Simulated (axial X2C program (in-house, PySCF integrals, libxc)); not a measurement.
**GeCl⁺: cheaper levels and CCSD(T), with spin–orbit coupling**

Calculated with an axial X2C code built on PySCF integrals. Two-component (2c) means X2C with spin–orbit coupling and atomic mean-field two-electron Coulomb and Gaunt terms. Basis: Ge dyall-cv3z [9s9p7d4f1g], Cl dyall-av3z [9s8p3d2f] (cores contracted in-house); Gaussian nuclei, density fitting, unrestricted open shells. Masses: Ge 73.921 u, Cl 34.969 u.

State: Ω = 0 (closed shell); fragments Ge+ + Cl.

```tsv
level	Re (Å)	ωe (cm⁻¹)	De (eV)
PBE0	2.061	503.2	n/a
HF	2.055	518.8	n/a
MP2	2.066	508.2	4.47
CCSD	2.066	506.2	4.14
B3LYP	2.078	486.2	n/a
```

Correlated methods: 10 electrons correlated (number of frozen shells: Ge 3 s, 2 p, 1 d; Cl 2 s, 1 p), 234 virtual spin orbitals or spinors in MP2, 90 natural virtuals in coupled cluster.

CCSD(T), same Hamiltonian and basis:

Re = 2.073 Å, ωe = 497.9 cm⁻¹, De = 4.31 eV; T1 = 0.017 (Lee–Taylor normalisation).

(1) Give the differences from CCSD(T) in the columns below.

Occupations by symmetry block were frozen at the best pattern of an incomplete PBE0 search. Closed shells are restricted here (equal orbitals for both partners); the stretched side of such a curve lies too high. De is counted from the lowest determinant-based energies of the atoms at the same level, without counterpoise correction. De is not given where an atomic determinant may have missed its ground term or J level, or where the truncated virtual space spoils (T). CCSD and (T) use frozen natural virtuals with an MP2 correction for the truncation; (T) itself is uncorrected, so its De runs slightly low. Without a current term, density functionals place determinants with orbital angular momentum somewhat too high. With the outer-core shells frozen, correlated bond lengths of heavy atoms tend to come out a few hundredths of an ångström too long.

Answers

(1) 

```json
{"level": "PBE0", "ΔRe (Å)": "-0.012", "Δωe (cm⁻¹)": "5", "ΔDe (eV)": "n/a"}
{"level": "HF", "ΔRe (Å)": "-0.018", "Δωe (cm⁻¹)": "21", "ΔDe (eV)": "n/a"}
{"level": "MP2", "ΔRe (Å)": "-0.007", "Δωe (cm⁻¹)": "10", "ΔDe (eV)": "0.16"}
{"level": "CCSD", "ΔRe (Å)": "-0.007", "Δωe (cm⁻¹)": "8", "ΔDe (eV)": "-0.17"}
{"level": "B3LYP", "ΔRe (Å)": "0.005", "Δωe (cm⁻¹)": "-12", "ΔDe (eV)": "n/a"}
```
